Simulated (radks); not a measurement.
Question: Valence configurations of Ce I (all share [Xe]). All-electron calculation, Dirac Kohn-Sham, PBE, spin-unpolarised, spherical densities, point nucleus; open shells fill j = l - 1/2 first. Program: a radial shooting solver on a logarithmic mesh with Libxc functionals. Order these by energy: 4f1 5d1 6s1.5 6p0.5; 4f1 5d2 6s1; 4f0.5 5d1.5 6s2; 4f1 5d1 6s2; 4f1 5d1 6s1 6p1; 5d2 6s2; 4f1.5 5d1.5 6s1; 4f1 6s2 6p1; 5d1 6s2 6p1.

Answer: From the lowest, in eV above it: 4f1 5d1 6s2 0.000; 4f1.5 5d1.5 6s1 0.496; 4f1 5d2 6s1 0.808; 4f1 5d1 6s1.5 6p0.5 1.141; 4f0.5 5d1.5 6s2 1.752; 4f1 6s2 6p1 2.240; 4f1 5d1 6s1 6p1 2.304; 5d2 6s2 4.758; 5d1 6s2 6p1 8.053. NIST lists [Xe] 4f1 5d1 6s2 as the ground configuration; this level of theory agrees among the configurations tried. The energies are those of spherical spin-averaged densities, not of single terms. No valid solution was reached for [Xe] 4f2 5d1 6s1.
